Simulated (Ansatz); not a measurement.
Ansatz (a first-principles code) input (RI-MP2/aug-cc-pV(T+d)Z):
A basis named .json is the Basis Set Exchange file of that set.

Ansatz 0.2 input:
```yaml
crystal:
  periodic: [false, false, false]
  atoms:
    - {symbol: C, position_ang: [0.92058640, 2.57306874, -0.09005180]}
    - {symbol: O, position_ang: [-0.12295839, 1.67393166, 0.26623467]}
    - {symbol: Si, position_ang: [-0.04855955, 0.06030720, 0.20308413]}
    - {symbol: Cl, position_ang: [0.41522504, -0.51567730, -1.73654027]}
    - {symbol: O, position_ang: [1.10382346, -0.48068774, 1.19939982]}
    - {symbol: C, position_ang: [1.50135125, -1.83752579, 1.35857086]}
    - {symbol: O, position_ang: [-1.47734208, -0.57665799, 0.61071501]}
    - {symbol: C, position_ang: [-2.70622324, -0.38248229, -0.07958939]}
    - {symbol: H, position_ang: [1.22065753, 2.42683971, -1.13024639]}
    - {symbol: H, position_ang: [1.78850536, 2.43374172, 0.55774493]}
    - {symbol: H, position_ang: [0.54101357, 3.58619947, 0.03307667]}
    - {symbol: H, position_ang: [2.32019251, -1.86057531, 2.07595343]}
    - {symbol: H, position_ang: [0.67406914, -2.44039964, 1.73868053]}
    - {symbol: H, position_ang: [1.84474528, -2.25529236, 0.40937013]}
    - {symbol: H, position_ang: [-2.62608681, -0.71714374, -1.11641640]}
    - {symbol: H, position_ang: [-2.99668549, 0.66998235, -0.06268433]}
    - {symbol: H, position_ang: [-3.46787349, -0.97219027, 0.42815408]}
basis:
  gaussian:
    orbitals: aug-cc-pV_T+d_Z.json
    fitting: {mean_field: def2-universal-jkfit, correlation: aug-cc-pVTZ-RIFIT.json}
magnetization: {spin_polarized: true, initial_magnetization: 2}
correlation: {method: mp2, electrons: outside_noble_gas}
```

Output:

```
Functional definition: HF
integrals: 2.27 GiB planned
874 factors; integrals over basis functions are off by at most 1.4e0 eV
2.29 GiB of device memory are held for the factors and their scratch space
mean field: 4.25 GiB planned
mean field evaluation 1: about -29702.6311 eV, gradient 4.2e1 eV
mean field evaluation 2: about -29706.7258 eV, gradient 3.5e1 eV
mean field evaluation 4: about -29712.0880 eV, gradient 3.4e0 eV
mean field evaluation 8: about -29713.2366 eV, gradient 9.0e-1 eV
mean field evaluation 16: about -29713.2668 eV, gradient 7.1e-4 eV
mean field evaluation 32: about -29713.2668 eV, gradient 1.3e-3 eV
mean field evaluation 64: about -29713.4542 eV, gradient 3.0e0 eV
mean field evaluation 96: about -29710.9256 eV, gradient 4.9e0 eV
mean field evaluation 128: about -29713.8439 eV, gradient 2.7e-1 eV
mean field evaluation 160: about -29711.2787 eV, gradient 4.3e0 eV
mean field evaluation 192: about -29712.1012 eV, gradient 3.5e0 eV
mean field evaluation 224: about -29713.2668 eV, gradient 6.7e-3 eV
mean field -29713.85099268 eV, -1091.9638832095 hartree, gradient 2.7e-6 eV, S^2 2.011071; 23 other end points of the search recorded, 0 dependent functions left out
16 core orbitals not correlated
1344 factors; their error is unknown
reference -29713.85099268 eV, -1091.9638832095 hartree; 26, 24 occupied and 551, 553 virtual orbitals, 1344 factors
second order -41.21261787 eV of doubles, -0.00000000 eV of singles
Total energy: -29755.06361055 eV, -1093.4784189813 hartree
```

This state (charge 0, triplet) is run at the relaxed geometry of the species with charge 0 and multiplicity 1, and is a spin state other than that species' own.
